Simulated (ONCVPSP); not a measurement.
## u(r) = r·R(r): atom against pseudo-atom (V (Z = 23))

Columns: radius, all-electron u(r) and pseudo u(r) of the 3s shell (level -70.24 eV) of vanadium in the configuration [Ne] 3s2 3p6 3d3 4s2; PBE, scalar-relativistic, ONCV scheme, ONCVPSP 4.0.1.

```csv
r (bohr),all-electron,pseudo
0.082,0.0440,0.1419
0.165,-0.5239,0.2853
0.248,-0.5569,0.4273
0.330,-0.2464,0.5639
0.413,0.1713,0.6945
0.495,0.5487,0.8110
0.578,0.8388,0.9107
0.660,1.0245,0.9859
0.742,1.1210,1.0343
0.825,1.1467,1.0539
0.908,1.1205,1.0442
0.990,1.0608,1.0084
1.072,0.9811,0.9511
1.155,0.8903,0.8767
1.238,0.7967,0.7924
1.320,0.7061,0.7054
1.402,0.6203,0.6202
1.485,0.5402,0.5401
1.568,0.4676,0.4675
1.650,0.4035,0.4035
1.733,0.3461,0.3461
1.815,0.2964,0.2964
1.898,0.2526,0.2526
1.980,0.2152,0.2151
2.062,0.1829,0.1829
2.145,0.1549,0.1548
```

(1) How many radial nodes do the two functions have?

(2) At about which radius was the pseudo-wave matched?

(3) Is the pseudo-wave norm-conserving?

Results:

(1) The all-electron 3s function has n − l − 1 = 2; the pseudo-wave has 0, since the states of the same l below it are removed with the core.

(2) 1.40 bohr, where the columns begin to agree (steps of 0.08 bohr).

(3) Yes: the ONCV scheme keeps the norm inside the radius equal to the all-electron one, which fixes the energy derivative of the logarithmic derivative at the level.
